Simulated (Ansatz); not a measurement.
```yaml
crystal:
  periodic: [false, false, false]
  atoms:
    - {symbol: O, position_ang: [3.757204, -5.041523, -1.105905]}
    - {symbol: C, position_ang: [2.967746, -2.909672, -0.803869]}
    - {symbol: C, position_ang: [2.530590, -0.555253, -0.568456]}
    - {symbol: C, position_ang: [1.143921, 1.444656, -0.180398]}
    - {symbol: Si, position_ang: [-2.289725, 1.004629, 0.559987]}
    - {symbol: H, position_ang: [1.761960, 3.255717, -0.227279]}
    - {symbol: H, position_ang: [-3.895831, 2.397452, -1.332290]}
    - {symbol: H, position_ang: [-2.977806, -1.699408, 0.446053]}
    - {symbol: H, position_ang: [-2.955719, 2.071647, 3.125352]}
basis:
  gaussian: {orbitals: def2-mTZVP, point_charges: [{charge: 1.00, position_ang: [6.521, 0.473, 0.183]}]}
hamiltonian: {xc: {name: B2PLYP}}
output: {forces: true}
```

```sh
$ ansatz run in.yaml --threads 2 --pin off --events-out ev --progress --plain --max-ram 4352MiB
```

Output, abridged:

```
Functional definition: B2PLYP
  name "B2PLYP"
  cite "Grimme, J. Chem. Phys. 124, 034108 (2006) doi:10.1063/1.2148954"
  cite "Becke, Phys. Rev. A 38, 3098 (1988) doi:10.1103/PhysRevA.38.3098"
  cite "Lee, Yang & Parr, Phys. Rev. B 37, 785 (1988) doi:10.1103/PhysRevB.37.785"
  parameter a = 0.53
  parameter c = 0.27
  exchange = (1 - a)*b88_x + a*exact_x
  correlation = (1 - c)*lyp_c + c*(mp2_os + mp2_ss)
1058 factors; integrals over basis functions are off by at most 2.9e-4 eV
mean field evaluation 1: about -12989.5983 eV, gradient 1.0e2 eV
mean field evaluation 2: about -12989.6201 eV, gradient 1.0e2 eV
mean field evaluation 4: about -12829.6920 eV, gradient 2.0e2 eV
mean field evaluation 8: about -13040.0024 eV, gradient 1.8e1 eV
mean field evaluation 16: about -13045.8807 eV, gradient 4.4e-2 eV
mean field evaluation 32: about -13045.8803 eV, gradient 1.3e-1 eV
mean field evaluation 64: about -13045.8804 eV, gradient 1.9e-1 eV
mean field -13045.88070082 eV, -479.4272729396 hartree, gradient 3.0e-6 eV, S^2 0.000000; 8 other end points of the search recorded, 0 dependent functions left out; unrestricted orbitals would lower it
9 core orbitals not correlated: weight in the atoms' cores, before any rotation towards them, 1.000 or more for the frozen orbitals, at most 0.000 for the correlated occupied ones
reference -13045.88096256 eV, -479.4272825585 hartree; 13, 13 occupied and 93, 93 virtual orbitals, 1058 factors
second order -29.14641827 eV of doubles, -0.00000000 eV of singles
the calculation of the forces begins
Total energy: -13053.75049550 eV, -479.7164825597 hartree
Atom 0 at     3.757204    -5.041523    -1.105905 Å, force    -1.764564     5.384868     0.731118 eV/Å
Atom 1 at     2.967746    -2.909672    -0.803869 Å, force     0.781644    -1.922615    -0.189966 eV/Å
Atom 2 at     2.530590    -0.555253    -0.568456 Å, force    -0.007753    -1.016788    -0.417589 eV/Å
Atom 3 at     1.143921     1.444656    -0.180398 Å, force     1.279461     0.593154     0.102051 eV/Å
Atom 4 at    -2.289725     1.004629     0.559987 Å, force    -1.191830    -0.134919     0.090541 eV/Å
Atom 5 at     1.761960     3.255717    -0.227279 Å, force    -0.805525    -3.046840    -0.094537 eV/Å
Atom 6 at    -3.895831     2.397452    -1.332290 Å, force     0.845267    -0.692572     0.924279 eV/Å
Atom 7 at    -2.977806    -1.699408     0.446053 Å, force     0.445925     1.464270     0.058535 eV/Å
Atom 8 at    -2.955719     2.071647     3.125352 Å, force     0.385199    -0.519721    -1.229840 eV/Å
Dipole moment:    -1.793379     1.989028     0.436840 e Å
```

Q: What is wrong with this run?

A: The coordinates are in bohr but typed as ångström. Self-consistency was reached. The result belongs to that input, not to the molecule as meant.
